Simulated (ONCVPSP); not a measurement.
Potentials for lead compared

Generated with ld1.x 7.5 (TM, RRKJ, ultrasoft, PAW), atompaw 4.2 or ONCVPSP 4.0.1. The cutoff is in Ry: for ld1.x and atompaw files where the sum of valence levels is converged to 10 mRy in a Bessel basis, for ONCV files where the hardest occupied wave has 1 mHa per electron of residual kinetic energy. The error is the largest all-electron minus pseudo excitation energy over each file’s own four to seven test configurations (ionisations up to +4, promotions, holes and added fractions of an electron), all of which were solved. The labels leave out finer settings (local radius, basis sizes, second energies), which also bear on the numbers. Spin-polarised tests are not counted. The rows are a selection from randomly drawn settings: files with unsolved tests, undetermined cutoffs or missed reference levels are left out.

A true bound ghost makes a file unfit for plane-wave use even where its test errors are small: the radial tests pick states by their node count and pass the ghost by.

| potential | cutoff (Ry) | largest error (meV) | bound ghosts |
| --- | --- | --- | --- |
| ONCV, BLYP, scalar-relativistic, rc 1.75/2.55/2.05 (spd), local s, core correction no, reference 5d10 6s2 6p2, qcut 3.6/3.1/6.1, projectors 0/2/2 | 38 | -6.7 | none |
| ONCV, PBE, fully relativistic, rc 1.45/1.70/1.95 (spd), local smoothed, core correction yes, reference 5s2 5p6 5d10 6s2 6p1.5, qcut 9.7/9.9/9.7, projectors 2/2/1 | 65 | -1.2 | none |
| ONCV, PBE, scalar-relativistic, rc 1.75/2.55/1.85 (spd), local smoothed, core correction yes, reference 5d10 6s2 6p1.5, qcut 3/3.1/6.7, projectors 2/2/2 | 43 | +52 | none |
| ONCV, PBEsol, scalar-relativistic, rc 1.50/1.90/1.50 (spd), local d, core correction no, reference 5s2 5p6 5d10 6s2 6p2, qcut 9.6/7/11.3, projectors 2/2/0 | 71 | -199 | none |

(1) Fill in the row for Pb: ONCV, PBEsol, scalar-relativistic, rc 1.40/1.85/1.35 (spd), local smoothed, core correction yes, reference 5s2 5p6 5d10 6s2 6p2, qcut 9.6/7/8.2, projectors 2/3/1.

(2) Fill in the row for Pb: ONCV, LDA (Perdew-Wang 92), scalar-relativistic, rc 1.45/1.35/1.95/2.05 (spdf), local smoothed, core correction yes, reference 5s2 5p6 5d10 6s1 6p3, qcut 9.2/9.6/8.8/5.5, projectors 2/2/2/2.

(3) Fill in the row for Pb: ONCV, LDA (Perdew-Wang 92), scalar-relativistic, rc 2.10/1.90/2.00 (spd), local smoothed, core correction no, reference 5d10 6s2 6p1.5, qcut 2.4/4.6/9.5, projectors 2/2/1.

Answers

(1) cutoff 66 Ry, largest error -29 meV, bound ghosts: none.

(2) cutoff 70 Ry, largest error -7.8 meV, bound ghosts: none.

(3) cutoff 50 Ry, largest error -10.0 meV, bound ghosts: s, p.
